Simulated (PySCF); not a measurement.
## Two-component Hartree-Fock for Ti¹³⁺ (titanium, charge +13)

Start: [He] 2s2 2p5; 2p1/2 filled at m_j = -1/2, +1/2; 2p3/2 filled at m_j = -1/2, +1/2, +3/2. Calculated with PySCF 2.14 in an uncontracted even-tempered set (18 s from 2.3 bohr⁻², ratio 2.4; 11 p from 3 bohr⁻², ratio 2.4; 5 d from 15 bohr⁻², ratio 2.6; 5 f from 22 bohr⁻², ratio 2.6): generalised Hartree-Fock with the X2C-1e Hamiltonian and a Gaussian nucleus; one run each with spin-orbit coupling (SO) switched off, then screened by Boettger's factors.

| spinor shell | electrons | ε, spin-free (eV) | ε, screened SO (eV) | weight of nominal j (screened SO) | rms radius, screened SO (bohr) |
| --- | --- | --- | --- | --- | --- |
| 1s1/2 | 2 | -5447.3 | -5447.0 | 1.000 | 0.0802 |
| 2s1/2 | 2 | -961.74 | -961.66 | 1.000 | 0.340 |
| 2p1/2 | 2 | -870.91 | -875.77 | 0.850 | 0.305 |
| 2p3/2 | 3 | -870.91 | -868.26 | 0.900 | 0.307 |

| quantity | spin-free | screened SO |
| --- | --- | --- |
| E (hartree) | -766.04776 | -766.12784 |
| M_J | 3/2 | 3/2 |
| ⟨J²⟩ | 3.750 | 3.750 |
| ⟨L²⟩ | 2.000 | 2.000 |
| ⟨S²⟩ | 0.750 | 0.750 |

Each row is a mean over spinors that exchange with the open shell spreads, by up to 16.208 eV (2s1/2).

Rows whose weight is well below 1 are mixtures of j = l ± 1/2: exchange outweighs spin-orbit coupling there, and the label is only the starting occupation.

Without spin-orbit coupling the j labels of p, d and f shells carry no meaning; the spin-free column gives the mean over the occupied spinors of each nl shell.
